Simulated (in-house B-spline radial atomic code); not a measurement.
## RPA and G0W0 on PBE: the molybdenum ion Mo¹²⁺

Configuration [Ar] 3d10 4s2, mean-field start PBE. Computed with a B-spline radial code for spherical atoms: all electrons, non-relativistic, point nucleus, each spin shell either full or empty, empty states to l = 9 with an (l + 1/2)⁻⁴ tail; G0W0 by contour deformation at full frequency.

Without relativity these are model numbers: it shifts the levels of so heavy an element strongly and can reorder them.

Command:
```bash
python run_gw.py task.json out
```
Settings (radii: box in bohr, nucleus in fm):
```
Z                        42
electrons                30
configuration            [Ar] 3d10 4s2
hamiltonian              nr
method                   pbe,pbe
lmax                     9
spin_polarised           False
box_radius               5.84
intervals                49
ion_configuration        [Ar] 3d10 4s1
```

Run time, properties included: 2.9 s on 1 thread of Arm Neoverse V2, with other jobs on the host.

Energies (hartree):

| term | value |
| --- | --- |
| mean-field total | -3930.44548 |
| Hartree-Fock functional on these orbitals | -3929.35674 |
| direct second order | -2.5835 |
| second-order exchange | 0.75573 |
| SOSEX correction | 0.70444 |

Problem. What is the RPA correlation energy, and what remains with SOSEX?

Solution. RPA gives -2.3313 hartree (-2.11 eV per electron); RPA + SOSEX gives -1.6269, and the second-order doubles -1.8278 hartree (no singles). RPA lacks exchange-type terms and so overcorrelates at short range.

Quasi-particle levels (eV):

```csv
level,occupied,mean field,Σx - vxc,Σc,QP weight,G0W0
4s,yes,-264.59,-7.19,?,?,?
4p,no,-237.28,11.68,-2.28,0.970,-227.88
```

G0W0 = mean field + (Σx - vxc) + Σc, with Σc (partial-wave tail included) taken at the quasi-particle energy. Only the outer levels were computed. Levels of low weight are left out.

Problem. Where does G0W0 put 4s?

Solution. At -274.98 eV, with Σc = -3.20 eV and a quasi-particle weight of 0.973. The tabulated removal energy is 279.1 ± 0.5 eV (NIST, semi-empirical); the calculation leaves out relativity, Breit and QED terms, and what these don't explain is the method's own error.

Problem. What does it cost to remove one electron (to [Ar] 3d10 4s1) by differences of total energies, each species on its own start (correlation terms add to the Hartree-Fock functional)?

Solution. PBE 275.07 eV, Hartree-Fock functional 271.45 eV, + RPA 274.76 eV, + RPA + SOSEX 273.97 eV, + second order 274.95 eV. Tabulated: 279.1 ± 0.5 eV (NIST, semi-empirical); the calculation leaves out relativity, Breit and QED terms, and what these don't explain is the method's own error.
